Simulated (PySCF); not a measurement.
Dipole response of Os⁴¹⁺ (osmium, charge +41)

[Ar] 3d10 4s2 4p5, 2P determinant. All numbers are calculated (PySCF 2.14, no relativity, point nucleus, in an uncontracted even-tempered set (17 s from 4.3 bohr⁻², ratio 2.5; 12 p from 5.6 bohr⁻², ratio 2.5; 8 d from 10 bohr⁻², ratio 2.5; 4 f from 31 bohr⁻², ratio 2.7; 4 g from 46 bohr⁻², ratio 2.7)). Coupled (time-dependent) response in atomic units; α is the mean over directions.

| method | mean α (bohr³) | α xx, yy, zz | C₆ (like pair) | S(−4) |
| --- | --- | --- | --- | --- |
| UHF | 0.04809 | 0.05844, 0.04291, 0.04291 | 0.01358 | 0.001173 |
| PBE0 | 0.04797 | 0.05792, 0.04300, 0.04300 | 0.01348 | 0.001202 |

S(−4) is the Cauchy moment in α(ω) = α(0) + S(−4) ω² + …

Spin-orbit coupling is absent.

α(iu) at PBE0:

```csv
u (hartree),α(iu) (bohr³)
0,0.04797
0.800,0.04722
1.60,0.04518
3.20,0.03900
4.80,0.03230
6.40,0.02643
8.00,0.02174
12.0,0.01426
16.0,0.01036
24.0,0.006739
40.0,0.004140
```

For an ion, C₆ is the dispersion term alone; charge-induced terms of lower order in 1/R come first.

The components differ because the open shell of this determinant is not spherical; for a pure term their mean is the scalar polarisability.

A non-relativistic calculation at this Z misses sizeable relativistic shifts. Spin-orbit coupling, absent here, splits the open shell strongly.
